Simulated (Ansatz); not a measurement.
A run for Ansatz (an electronic-structure program): U-BHLYP/def2-TZVPP on ZrC, 2S+1 = 3, a spin state set in the input, which need not be the lowest, a point of a bond scan (R = 1.786 Å). Elements past Kr take the def2 small-core potentials; no spin–orbit coupling.

Ansatz 0.2 input:
```yaml
crystal:
  periodic: [false, false, false]
  atoms:
    - {symbol: Zr, position_ang: [0.00000000, 0.00000000, 0.00000000]}
    - {symbol: C, position_ang: [0.00000000, 0.00000000, 1.78601300]}
basis:
  gaussian:
    orbitals: def2-TZVPP
    pivot_positions_ang: [[0.00000000, 0.00000000, 0.00000000], [0.00000000, 0.00000000, 1.78601300]]
hamiltonian:
  xc: {name: BHLYP}
magnetization: {spin_polarized: true, initial_magnetization: 2}
output: {forces: true, orbitals: {seedname: ./end}}
```

**Question.** What total energy does the run end on?

**Answer.** -84.8148 hartree.
